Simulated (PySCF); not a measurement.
**Deuteron quadrupole couplings in SiEt2Ph2**

Species: SiEt2Ph2, C₁₆H₂₀Si.
Cartesian coordinates in Å at the PBE0-D3(BJ)/def2-SVP level; atoms count from 1:
```
atom  x, y, z in Å
Si1    0.4756    0.0066    0.3323
C2     0.4860   -0.0190    2.2215
C3     1.2013   -1.2335    2.8065
H4    -0.5643    0.0112    2.5603
H5     0.9478    0.9135    2.5911
H6     1.1702   -1.2407    3.9075
H7     0.7457   -2.1735    2.4568
H8     2.2629   -1.2593    2.5119
C9     2.2441    0.0412   -0.3318
C10    3.0365    1.2683    0.1108
H11    2.1872   -0.0048   -1.4334
H12    2.7611   -0.8826   -0.0174
H13    4.0521    1.2796   -0.3154
H14    2.5382    2.2007   -0.1989
H15    3.1443    1.3073    1.2068
C16   -0.4515    1.5289   -0.2837
C17   -0.5889    2.6866    0.4974
C18   -1.2364    3.8193    0.0041
C19   -1.7609    3.8150   -1.2871
C20   -1.6365    2.6745   -2.0805
C21   -0.9897    1.5460   -1.5808
H22   -0.1868    2.7095    1.5144
H23   -1.3333    4.7091    0.6314
H24   -2.2700    4.7007   -1.6754
H25   -2.0491    2.6640   -3.0925
H26   -0.9101    0.6539   -2.2100
C27   -0.4160   -1.5295   -0.3016
C28    0.2767   -2.6286   -0.8309
C29   -0.4006   -3.7722   -1.2549
C30   -1.7891   -3.8370   -1.1556
C31   -2.4970   -2.7544   -0.6331
C32   -1.8155   -1.6144   -0.2128
H33    1.3664   -2.5962   -0.9193
H34    0.1589   -4.6163   -1.6662
H35   -2.3218   -4.7315   -1.4880
H36   -3.5864   -2.7986   -0.5567
H37   -2.3854   -0.7676    0.1839
```

Level: PBE0/pcSseg-1 (PySCF, non-relativistic); Q(2H) = 0.00286 b; rigid geometry, the same for H and D, with no vibrational averaging.

Problem. Tabulate Vzz, the asymmetry η and χzz = 234.96 MHz × Q × Vzz for every hydrogen position.

Solution. 
| atom | bonded to | bond length (Å) | Vzz (au) | η | χzz (kHz) |
| --- | --- | --- | --- | --- | --- |
| H4 | C2 | 1.104 | 0.2903 | 0.03 | 195 |
| H5 | C2 | 1.104 | 0.2912 | 0.04 | 196 |
| H6 | C3 | 1.101 | 0.2923 | 0.02 | 196 |
| H7 | C3 | 1.102 | 0.2877 | 0.02 | 193 |
| H8 | C3 | 1.102 | 0.2904 | 0.03 | 195 |
| H11 | C9 | 1.104 | 0.2900 | 0.04 | 195 |
| H12 | C9 | 1.104 | 0.2907 | 0.04 | 195 |
| H13 | C10 | 1.101 | 0.2923 | 0.02 | 196 |
| H14 | C10 | 1.102 | 0.2876 | 0.02 | 193 |
| H15 | C10 | 1.102 | 0.2904 | 0.03 | 195 |
| H22 | C17 | 1.094 | 0.3014 | 0.07 | 203 |
| H23 | C18 | 1.093 | 0.3038 | 0.06 | 204 |
| H24 | C19 | 1.093 | 0.3039 | 0.06 | 204 |
| H25 | C20 | 1.093 | 0.3037 | 0.06 | 204 |
| H26 | C21 | 1.095 | 0.2973 | 0.07 | 200 |
| H33 | C28 | 1.094 | 0.3012 | 0.07 | 202 |
| H34 | C29 | 1.093 | 0.3038 | 0.06 | 204 |
| H35 | C30 | 1.093 | 0.3039 | 0.06 | 204 |
| H36 | C31 | 1.093 | 0.3037 | 0.06 | 204 |
| H37 | C32 | 1.095 | 0.2969 | 0.07 | 200 |

Problem. How does χzz go with the bond length over the 20 C–H bonds?

Solution. A straight-line fit has a slope of -8.4 kHz for each 0.01 Å, with a correlation coefficient of -0.94, over lengths from 1.093 to 1.104 Å. The longer bonds have the smaller couplings here.

Problem. A static deuteron (I = 1) shows a doublet split by (3/2)χ, (3/4)χ(1 + η) and (3/4)χ(1 − η) with the field along z, y and x of the gradient. What are these for H8?

Solution. With |χ| = 195.2 kHz and η = 0.027: 293, 150 and 142 kHz, to first order and without motion.

The structure is a single PBE0-D3(BJ)/def2-SVP conformer in the gas phase; no vibrational or solvent corrections. These gradients aren't converged with respect to the basis.
